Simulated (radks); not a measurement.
Spin polarisation of the 4f10 shell in the dysprosium ion Dy2+. Start: [Xe] 4f(up 5, down 5); electrons of 4f are moved from spin down to spin up, other shells keep equal spins. Calculated with a radial shooting solver on a logarithmic mesh with Libxc functionals: non-relativistic Kohn-Sham, r2SCAN, spin-polarised, spherical densities, point nucleus; meta-GGA in the generalised Kohn-Sham scheme.

| moment (Bohr magnetons) | E - E(0) (eV) | e(4f up) (eV) | e(4f down) (eV) | 5p down minus up (eV) | 5s down minus up (eV) | 4d down minus up (eV) |
|---|---|---|---|---|---|---|
| 0 | 0.000 | -20.158 | -20.158 | 0.000 | 0.000 | 0.000 |
| 1 | -0.260 | -20.661 | -19.620 | 0.316 | 0.426 | 1.160 |
| 2 | -1.041 | -21.127 | -19.046 | 0.632 | 0.852 | 2.320 |
| 3 | -2.341 | -21.556 | -18.436 | 0.950 | 1.281 | 3.479 |
| 4 | -4.161 | -21.947 | -17.790 | 1.272 | 1.711 | 4.637 |

At moment 4 the spin-polarisation energy is -4.161 eV and the 4f exchange splitting 4.157 eV, that is 1.039 eV per Bohr magneton; E = -I m^2/4 would give I = 1.040 eV.
